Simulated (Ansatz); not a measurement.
Cost and result for the atomization energy of `BN(C=N)CF` (12 atoms, 11 bonds).

| atom | x (Å) | y (Å) | z (Å) |
| --- | --- | --- | --- |
| B1 | -1.129 | -1.283 | 0.069 |
| N2 | -0.162 | -0.260 | 0.042 |
| C3 | 0.698 | -0.046 | 1.139 |
| N4 | 1.525 | 0.885 | 1.318 |
| C5 | -0.004 | 0.597 | -1.092 |
| F6 | -0.488 | 1.860 | -0.826 |
| H7 | -1.839 | -1.423 | -0.878 |
| H8 | -1.193 | -1.977 | 1.036 |
| H9 | 0.587 | -0.820 | 1.897 |
| H10 | 1.517 | 1.579 | 0.572 |
| H11 | -0.566 | 0.186 | -1.929 |
| H12 | 1.054 | 0.703 | -1.349 |

Charge 0, multiplicity 1. The structure was optimised at the PBE0-D4/def2-TZVP level. It is one conformer, not always the lowest. Program: Ansatz. All runs use 4 threads of an AMD EPYC 9R45 on a shared host. Times are those of one run each, without the atoms' runs, and a repeat can differ threefold. Electronic energies, without spin–orbit coupling; frozen cores. CCSD(T)/CBS adds CCSD(T) − MP2 in def2-TZVPP to the MP2 limit, and its time is that of the two runs behind it. T1 = 0.014. B3LYP takes the VWN-RPA correlation (the form of Gaussian; ORCA's B3LYP/G).

CCSD(T)/CBS is a level of theory with its own doubt, some kJ/mol a heavy atom from the limit and from the frozen cores, so smaller differences don't rank the functionals.

```json
{"level": "PBE-D4/def2-TZVPP (with forces)", "functions": "270", "wall time": "1.4 s", "atomization (kJ/mol)": "4871.5", "difference from CCSD(T)/CBS": "182.3", "per bond": "16.6"}
{"level": "PBE0-D4/def2-TZVPP", "functions": "270", "wall time": "1.4 s", "atomization (kJ/mol)": "4742.5", "difference from CCSD(T)/CBS": "53.3", "per bond": "4.8"}
{"level": "r2SCAN-D4/def2-TZVPP (with forces)", "functions": "270", "wall time": "1.9 s", "atomization (kJ/mol)": "4713.0", "difference from CCSD(T)/CBS": "23.8", "per bond": "2.2"}
{"level": "B3LYP-D4/def2-TZVPP (with forces)", "functions": "270", "wall time": "2.1 s", "atomization (kJ/mol)": "4736.9", "difference from CCSD(T)/CBS": "47.7", "per bond": "4.3"}
{"level": "B2PLYP/def2-TZVPP", "functions": "270", "wall time": "2.8 s", "atomization (kJ/mol)": "4675.8", "difference from CCSD(T)/CBS": "-13.4", "per bond": "-1.2"}
{"level": "ωB97X-V/def2-TZVPP", "functions": "270", "wall time": "3.2 s", "atomization (kJ/mol)": "4727.3", "difference from CCSD(T)/CBS": "38.1", "per bond": "3.5"}
{"level": "ωB97M-V/def2-TZVPP (with forces)", "functions": "270", "wall time": "4.4 s", "atomization (kJ/mol)": "4733.7", "difference from CCSD(T)/CBS": "44.5", "per bond": "4.0"}
{"level": "MP2/def2-QZVPP", "functions": "522", "wall time": "11 s", "atomization (kJ/mol)": "4739.4", "difference from CCSD(T)/CBS": "50.2", "per bond": "4.6"}
{"level": "CCSD(T)/def2-TZVPP", "functions": "270", "wall time": "90 s", "atomization (kJ/mol)": "4559.6", "difference from CCSD(T)/CBS": "-129.6", "per bond": "-11.8"}
{"level": "CCSD(T)/CBS(def2)", "functions": "–", "wall time": "100 s", "atomization (kJ/mol)": "4689.2", "difference from CCSD(T)/CBS": "0.0", "per bond": "0.0"}
```

In def2-TZVPP, CCSD(T) changes the Hartree–Fock value by +1265.2 kJ/mol (the triples alone add +84.8 kJ/mol) and MP2 by +1368.2 kJ/mol; breaking electron pairs costs correlation energy, which Hartree–Fock lacks. The D4 term adds +36.2 kJ/mol with B3LYP and +19.0 kJ/mol with PBE0; it sums over pairs of atoms, weighted by their polarisabilities, and B3LYP, whose exchange is more repulsive, gets the larger term. From PBE to PBE0 (25 % exact exchange), in def2-TZVPP and without D4, the atomization energy moves by −125.3 kJ/mol: exact exchange takes away binding that semilocal exchange gives to molecules.
